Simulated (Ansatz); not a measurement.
Ansatz (a program for electronic structure) input (RPA@PBE/cc-pV(T+d)Z):
A basis named .json is the Basis Set Exchange file of that set.

Ansatz 0.2 input:
```yaml
crystal:
  periodic: [false, false, false]
  atoms:
    - {symbol: C, position_ang: [-2.16779296, -1.06596044, 0.51225011]}
    - {symbol: Si, position_ang: [-1.79402620, 0.19661212, -0.80619904]}
    - {symbol: C, position_ang: [-2.35254841, 1.90498908, -0.31906182]}
    - {symbol: O, position_ang: [-0.14815121, 0.23940813, -1.07477916]}
    - {symbol: Si, position_ang: [1.27434273, 0.06947284, -0.35386023]}
    - {symbol: Cl, position_ang: [1.64254989, -1.90948204, 0.05381895]}
    - {symbol: Cl, position_ang: [1.28591072, 1.09440295, 1.43207691]}
    - {symbol: H, position_ang: [-1.70252252, -0.78801998, 1.46068448]}
    - {symbol: H, position_ang: [-1.79595598, -2.05254636, 0.23077436]}
    - {symbol: H, position_ang: [-3.24520528, -1.14383550, 0.67635255]}
    - {symbol: H, position_ang: [-2.39732033, -0.20093579, -2.09861023]}
    - {symbol: H, position_ang: [-1.87957023, 2.21289472, 0.61585342]}
    - {symbol: H, position_ang: [-3.43556824, 1.93308075, -0.17716384]}
    - {symbol: H, position_ang: [-2.09446120, 2.63650442, -1.08706237]}
    - {symbol: H, position_ang: [2.34960030, 0.58457583, -1.20112429]}
basis:
  gaussian:
    orbitals: cc-pV_T+d_Z.json
hamiltonian:
  xc: pbe
magnetization: {spin_polarized: false}
correlation: {method: rpa, electrons: outside_noble_gas}
```

Output:

```
Functional definition: PBE
integrals: 1.40 GiB planned
2074 factors; integrals over basis functions are off by at most 1.2e-3 eV
0.50 GiB of the device are held for the grids
2.30 GiB of device memory are held for the factors and their scratch space
mean field: 3.66 GiB planned
mean field evaluation 1: about -45018.4271 eV, gradient 1.0e2 eV
mean field evaluation 2: about -45018.4117 eV, gradient 1.0e2 eV
mean field evaluation 4: about -45034.0479 eV, gradient 4.6e1 eV
mean field evaluation 8: about -45038.1213 eV, gradient 4.3e-1 eV
mean field evaluation 16: about -45038.1201 eV, gradient 2.7e-4 eV
mean field -45038.12008388 eV, -1655.1203851482 hartree, gradient 5.2e-6 eV, S^2 0.000000; 0 other end points of the search recorded, 0 dependent functions left out
23 core orbitals not correlated
reference -44964.88588782 eV, -1652.4290780832 hartree; 22, 22 occupied and 313, 313 virtual orbitals, 2074 factors
Total energy: -45019.53650810 eV, -1654.4374513349 hartree
```
